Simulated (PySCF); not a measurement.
# Core-level binding energies of `ONc1ccccc1`

C6H7NO.
Bonds: O1–N2, N2–C3, C3–C4 (aromatic), C4–C5 (aromatic), C5–C6 (aromatic), C6–C7 (aromatic), C7–C8 (aromatic), C3–C8 (aromatic). Hydrogens: H9 on O1; H10 on N2; H11 on C4; H12 on C5; H13 on C6; H14 on C7; H15 on C8.

Computed, not measured: delta-SCF UKS SCAN, pcX-2 on the ionised atom, pcseg-1 elsewhere, spin-free X2C (PySCF). Binding energies are ΔSCF values: E(core-ionised, relaxed orbitals) − E(ground state) at a fixed geometry, referred to the vacuum level.

Q: What binding energy does each computed site have?

A: 
```
atom(s)                           bonded to  level  binding energy (eV)  above the level's lowest (eV)  count
     O1                             N and H   O 1s               539.59                           0.00      1
     N2                          O, C and H   N 1s               406.67                           0.00      1
     C3  N and 2 C (aromatic in the SMILES)   C 1s               291.20                          +1.45      1
  C5/C7  2 C (aromatic in the SMILES) and H   C 1s               290.08                          +0.33      2
  C4/C8  2 C (aromatic in the SMILES) and H   C 1s               289.84                          +0.09      2
     C6  2 C (aromatic in the SMILES) and H   C 1s               289.75                           0.00      1
```

Lowest listed C 1s: C6, bonded to 2 C (aromatic in the SMILES) and H. Highest, 1.45 eV above it: C3, bonded to N and 2 C (aromatic in the SMILES). The widest gap between neighbouring values is 1.12 eV, between 290.08 and 291.20 eV.

Q: Which effective nuclear charge Zeff reproduces each element's mean 1s value in the hydrogen-like formula E = 13.606 eV × Zeff²?

A: C (Z = 6): mean 290.1 eV, Zeff = 4.62, Z − Zeff = 1.38; N (Z = 7): mean 406.7 eV, Zeff = 5.47, Z − Zeff = 1.53; O (Z = 8): mean 539.6 eV, Zeff = 6.30, Z − Zeff = 1.70. Means run over the listed sites, weighted by atom count.

Topologically equivalent atoms share the value of their first member; where this conformer doesn't relate them by symmetry, their own values could differ. Spin contamination (⟨S²⟩ against 0.75 for a pure doublet) is marked for C 1s of C3 (0.88), which makes this value less certain. The structure is a single PBE0-D3(BJ)/def2-SVP conformer in the gas phase; no vibrational or solvent corrections.

Conformer computed: `[OH:1][NH:2][c:3]1[cH:4][cH:5][cH:6][cH:7][cH:8]1`: O1–N2–C3–C4 24°, H–O1–N2–C3 -117°.
